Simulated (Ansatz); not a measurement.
CH6BClSi (`CB[SiH2]Cl`), relaxed with RKS PBE0-D4/def2-TZVP in Ansatz 0.2.0 from a PBE-D4/def2-SVP geometry. The force threshold is 0.005 eV/Å; the program also tests the step.

Total charge 0; spin multiplicity 1.

Start:

```xyz
10

C     0.300   -0.814   -1.373
B    -0.321   -0.615    0.039
Si   -0.292    1.128    1.073
Cl    0.672    0.709    2.897
H     0.442    0.089   -1.997
H     1.334   -1.160   -1.097
H    -0.131   -1.645   -1.967
H    -0.784   -1.574    0.633
H    -1.685    1.626    1.373
H     0.465    2.256    0.420
```

Q: By how much does the energy fall, and how many steps does the optimiser take? (Best estimate.)

A: Ansatz gave: 4.97 kJ/mol, in 24 steps, 3 of them rejected.

Q: Which bonds change most? (Best estimate.)

A: The calculation gave: Si3–Cl4 from 2.105 to 2.067 Å; B2–H8 from 1.220 to 1.198 Å; C1–H6 from 1.124 to 1.105 Å; Si3–H9 from 1.510 to 1.491 Å.

Q: Give the relaxed structure. (Best estimate.)

A: The calculation gave: 
```xyz
10

C     0.149   -0.766   -1.383
B    -0.069   -0.710    0.151
Si   -0.173    1.058    1.110
Cl   -0.039    0.890    3.166
H    -0.031    0.155   -1.941
H     1.228   -0.986   -1.481
H    -0.356   -1.604   -1.870
H    -0.141   -1.734    0.769
H    -1.475    1.713    0.802
H     0.908    1.985    0.676
```
